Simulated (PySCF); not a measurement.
PySCF run on KB⁺

File input.py (PySCF 2.14):

```python
from pyscf import gto, dft

mol = gto.M(
    atom='K 0 0 0; B 0 0 2.717',
    basis='def2-svp',
    charge=1,
    spin=1,
    symmetry=True,
    verbose=4,
)
mf = dft.UKS(mol, xc='m062x')
mf.kernel()
mf.analyze()
print('orbital energies (hartree):', [e[max(0, n-3):n+3].round(4) for e, n in zip(mf.mo_energy, mol.nelec)])
```

```bash
$ OMP_NUM_THREADS=1 python input.py
```

Output (some set-up lines and the per-cycle HOMO/LUMO lines with their warnings removed):

```
PySCF version 2.14.0

[INPUT] verbose = 4
[INPUT] num. atoms = 2
[INPUT] num. electrons = 23
[INPUT] charge = 1
[INPUT] spin (= nelec alpha-beta = 2S) = 1
[INPUT] symmetry True subgroup None
[INPUT] Mole.unit = angstrom
[INPUT] Symbol           X                Y                Z      unit          X                Y                Z       unit  Magmom
[INPUT]  1 K      0.000000000000   0.000000000000   0.000000000000 AA    0.000000000000   0.000000000000   0.000000000000 Bohr   0.0
[INPUT]  2 B      0.000000000000   0.000000000000   2.717000000000 AA    0.000000000000   0.000000000000   5.134385880443 Bohr   0.0

nuclear repulsion = 18.5026996825175
point group symmetry = Coov
symmetry origin: [0.         0.         1.06966373]
symmetry axis x: [1. 0. 0.]
symmetry axis y: [0. 1. 0.]
symmetry axis z: [0. 0. 1.]
num. orbitals of irrep A1 = 16
num. orbitals of irrep E1x = 8
num. orbitals of irrep E1y = 8
num. orbitals of irrep E2x = 3
num. orbitals of irrep E2y = 3
number of shells = 16
number of NR pGTOs = 75
number of NR cGTOs = 38
basis = def2-svp
ecp = {}

******** <class 'pyscf.dft.uks_symm.SymAdaptedUKS'> ********
method = SymAdaptedUKS
initial guess = minao
damping factor = 0
level_shift factor = 0
DIIS = <class 'pyscf.scf.diis.CDIIS'>
diis_start_cycle = 1
diis_space = 8
diis_damp = 0
SCF conv_tol = 1e-09
SCF conv_tol_grad = None
SCF max_cycles = 50
direct_scf = True
direct_scf_tol = 1e-13
number electrons alpha = 12  beta = 11
XC library pyscf.dft.libxc version 7.0.0
    S. Lehtola, C. Steigemann, M. J.T. Oliveira, and M. A.L. Marques.,  SoftwareX 7, 1–5 (2018)
XC functionals = m062x
    Y. Zhao and D. G. Truhlar.,  Theor. Chem. Acc. 120, 215 (2008)
    Y. Zhao and D. G. Truhlar.,  Theor. Chem. Acc. 120, 215 (2008)
radial grids:
    Treutler-Ahlrichs [JCP 102, 346 (1995); DOI:10.1063/1.469408] (M4) radial grids

becke partition: Becke, JCP 88, 2547 (1988); DOI:10.1063/1.454033
pruning grids: <function nwchem_prune>
grids dens level: 3
symmetrized grids: True
atomic radii adjust function: <function treutler_atomic_radii_adjust>
small_rho_cutoff = 0
Freeze 0 electrons in irreps []
    23 free electrons in irreps A1 E1x E1y E2x E2y
Set gradient conv threshold to 3.16228e-05
tot grids = 34088
init E= -624.371782568191

cycle= 1 E= -624.196242301979  delta_E= 0.176  |g|= 0.162  |ddm|= 1.02
cycle= 2 E= -624.278889941788  delta_E= -0.0826  |g|= 0.0864  |ddm|= 0.949
cycle= 3 E= -624.287510291262  delta_E= -0.00862  |g|= 0.0236  |ddm|= 0.245
cycle= 4 E= -624.288807828798  delta_E= -0.0013  |g|= 0.0044  |ddm|= 0.132
cycle= 5 E= -624.288849022249  delta_E= -4.12e-05  |g|= 0.0013  |ddm|= 0.0168
cycle= 6 E= -624.288852412894  delta_E= -3.39e-06  |g|= 0.000331  |ddm|= 0.00463
cycle= 7 E= -624.288852609678  delta_E= -1.97e-07  |g|= 8.43e-05  |ddm|= 0.00103
cycle= 8 E= -624.288852633121  delta_E= -2.34e-08  |g|= 1.26e-05  |ddm|= 0.000408
cycle= 9 E= -624.288852633481  delta_E= -3.59e-10  |g|= 1.13e-06  |ddm|= 7.07e-05
Extra cycle  E= -624.288852633483  delta_E= -1.71e-12  |g|= 3.84e-07  |ddm|= 3.91e-06
converged SCF energy = -624.288852633483  <S^2> = 0.75164538  2S+1 = 2.0016447
**** SCF Summaries ****
Total Energy =                        -624.288852633482520
Nuclear Repulsion Energy =              18.502699682517484
One-electron Energy =                 -888.462399120334339
Two-electron Energy =                  245.670846804334388
Two-electron Coulomb Energy =          282.891193673025441
DFT Exchange-Correlation Energy =      -37.220346868691053
**** MO energy ****
[5 lines left out]
alpha MO #6 (A1 #4), energy= -7.33493023854846 occ= 1
alpha MO #7 (A1 #5), energy= -1.71306067982743 occ= 1
alpha MO #8 (A1 #6), energy= -1.03968490429218 occ= 1
alpha MO #9 (E1x #2), energy= -1.03895208177096 occ= 1
alpha MO #10 (E1y #2), energy= -1.03895208177096 occ= 1
alpha MO #11 (A1 #7), energy= -0.635030613995277 occ= 1
alpha MO #12 (A1 #8), energy= -0.420683530549658 occ= 1
alpha MO #13 (E1x #3), energy= -0.233023646119367 occ= 0
alpha MO #14 (E1y #3), energy= -0.233023646119367 occ= 0
alpha MO #15 (A1 #9), energy= -0.179411069877481 occ= 0
[23 lines left out]
[4 lines left out]
beta  MO #5 (A1 #3), energy= -11.1327878617637 occ= 1
beta  MO #6 (A1 #4), energy= -7.32829767548551 occ= 1
beta  MO #7 (A1 #5), energy= -1.71210676373269 occ= 1
beta  MO #8 (E1x #2), energy= -1.0386479673083 occ= 1
beta  MO #9 (E1y #2), energy= -1.0386479673083 occ= 1
beta  MO #10 (A1 #6), energy= -1.03856237557185 occ= 1
beta  MO #11 (A1 #7), energy= -0.580312662226712 occ= 1
beta  MO #12 (E1x #3), energy= -0.225330195826556 occ= 0
beta  MO #13 (E1y #3), energy= -0.225330195826556 occ= 0
beta  MO #14 (A1 #8), energy= -0.209087046339206 occ= 0
[24 lines left out]
 ** Mulliken pop alpha/beta on meta-lowdin orthogonal AOs **
 ** Mulliken pop       alpha | beta **
pop of  0 K 1s        1.00000 | 1.00000
pop of  0 K 2s        0.99996 | 0.99996
pop of  0 K 3s        0.99968 | 0.99964
pop of  0 K 4s        0.05336 | 0.04488
pop of  0 K 5s        0.00055 | 0.00005
pop of  0 K 2px       1.00000 | 1.00000
pop of  0 K 2py       1.00000 | 1.00000
pop of  0 K 2pz       1.00000 | 1.00000
pop of  0 K 3px       0.99998 | 0.99999
pop of  0 K 3py       0.99998 | 0.99999
pop of  0 K 3pz       0.99988 | 0.99985
pop of  0 K 4px       0.00000 | 0.00000
[26 lines left out]
In total            12.00000 | 11.00000
 ** Mulliken atomic charges   ( Nelec_alpha | Nelec_beta ) **
charge of  0K =      0.89603  (     9.05826      9.04571 )
charge of  1B =      0.10397  (     2.94174      1.95429 )

WARN: System has nonzero charge 1; the dipole moment is origin-dependent.
Location of origin: [0. 0. 0.]

Dipole moment(X, Y, Z, Debye):  0.00000,  0.00000,  1.21834
orbital energies (hartree): [array([-1.039 , -0.635 , -0.4207, -0.233 , -0.233 , -0.1794]), array([-1.0386, -1.0386, -0.5803, -0.2253, -0.2253, -0.2091])]
```

In short: E(SCF) = -624.288853 Eh, 9 cycles, ⟨S²⟩ = 0.752.

Run time: 2.6 s on 1 thread of AMD EPYC 7B13 (shared host).

The bond length is a typed value, not an optimised one. The dipole of an ion depends on the origin. No search for the lowest solution was made.
